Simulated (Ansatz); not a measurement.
Isolated molecules relaxed with PBE0-D4/def2-TZVP in Ansatz; ΔE leaves out vibrations. CCSD(T)/CBS is the MP2 limit (def2-TZVPP, def2-QZVPP) plus CCSD(T) − MP2 in def2-TZVPP, frozen cores. DFT in def2-TZVPP. B3LYP here is the variant with VWN-RPA as its local correlation; programs differ in this. HSE06 is defined as in plane-wave codes. For Br outer-core shells are correlated without core-valence functions, which leaves a few kJ/mol of doubt a bond. Scalar relativity is left out up to krypton. Each species was taken in one conformer, which may not be the lowest.

Reaction (formal exchange of groups at the Al–Br bond): `[SiH3][AlH][Br]` + `[CH2]1[CH2][AlH]1` → `[SiH3][AlH][Al]1[CH2][CH2]1` + HBr

`[SiH3][AlH][Br]`:

Cartesian coordinates in Å:
```
Si -0.545 0.776 0.576
Al 0.835 -0.900 -0.552
Br -0.152 -2.135 -2.173
H -1.987 0.412 0.537
H -0.380 2.092 -0.105
H -0.135 0.951 1.997
H 2.364 -1.195 -0.281
```

`[CH2]1[CH2][AlH]1`:

Cartesian coordinates in Å:
```
C 0.059 -0.106 0.887
C 0.556 -0.373 -0.594
Al -0.972 0.758 -0.463
H 0.764 0.437 1.513
H -0.302 -0.989 1.412
H 0.481 -1.410 -0.919
H 1.547 0.017 -0.819
H -2.133 1.665 -1.016
```

`[SiH3][AlH][Al]1[CH2][CH2]1`:

Cartesian coordinates in Å:
```
Si -0.733 2.473 2.144
Al -1.358 1.344 0.053
Al -0.033 -0.623 -0.784
C 0.514 -2.491 -0.941
C 1.406 -1.542 -1.734
H -1.805 2.305 3.169
H 0.529 1.936 2.729
H -0.545 3.938 1.935
H -2.620 1.859 -0.770
H -0.105 -3.175 -1.518
H 0.964 -2.982 -0.082
H 1.358 -1.618 -2.818
H 2.428 -1.424 -1.383
```

HBr:

Cartesian coordinates in Å:
```
Br -0.306 0.633 -0.102
H 0.306 -0.633 0.102
```

| level | ΔE (kcal/mol) | difference from CCSD(T)/CBS |
| --- | --- | --- |
| LDA (SPW92) | 24.7 | -7.6 |
| PBE-D4 | 25.1 | -7.2 |
| revPBE-D4 | 25.5 | -6.8 |
| BLYP-D4 | 28.6 | -3.7 |
| r2SCAN-D4 | 29.4 | -2.9 |
| B97M-V | 31.3 | -1.0 |
| PBE0-D4 | 28.5 | -3.8 |
| B3LYP-D4 | 31.2 | -1.1 |
| r2SCANh-D4 | 30.4 | -1.9 |
| r2SCAN0-D4 | 31.7 | -0.6 |
| HSE06-D4 | 28.4 | -3.9 |
| BHLYP-D4 | 34.7 | 2.4 |
| CAM-B3LYP-D4 | 33.7 | 1.4 |
| ωB97X-V | 33.6 | 1.3 |
| ωB97M-V | 35.1 | 2.8 |
| B2PLYP | 32.4 | 0.1 |
| PBE-QIDH | 32.0 | -0.3 |
| PBE | 25.1 | -7.2 |
| BLYP | 28.5 | -3.8 |
| r2SCAN | 29.5 | -2.8 |
| PBE0 | 28.6 | -3.7 |
| r2SCANh | 30.5 | -1.8 |
| HSE06 | 28.4 | -3.9 |
| BHLYP | 34.8 | 2.5 |
| LC-ωPBE | 33.1 | 0.8 |
| RPA@PBE/def2-TZVPP | 28.7 | -3.6 |
| HF/def2-SVP | 37.7 | 5.4 |
| CCSD/def2-SVP | 31.5 | -0.8 |
| CCSD(T)/def2-SVP | 30.3 | -2.0 |
| HF/def2-TZVPP | 38.7 | 6.4 |
| MP2/def2-TZVPP | 33.9 | 1.6 |
| SCS-MP2/def2-TZVPP | 34.0 | 1.7 |
| CCSD/def2-TZVPP | 32.0 | -0.3 |
| CCSD(T)/def2-TZVPP | 30.5 | -1.8 |
| HF/def2-QZVPP | 38.7 | 6.4 |
| MP2/def2-QZVPP | 34.9 | 2.6 |
| SCS-MP2/def2-QZVPP | 35.0 | 2.7 |
| HF/CBS(def2) | 38.7 | 6.4 |
| MP2/CBS(def2) | 35.7 | 3.4 |
| CCSD/CBS(def2) | 33.8 | 1.5 |
| CCSD(T)/CBS | 32.3 | 0 |

Largest T1 diagnostic among the species: 0.017.

From r2SCAN to r2SCAN0 (25 % exact exchange), in def2-TZVPP and without D4, ΔE moves by +2.2 kcal/mol. At CCSD(T), def2-SVP lies −2.0 kcal/mol from the extrapolated value and def2-TZVPP −1.8 kcal/mol.
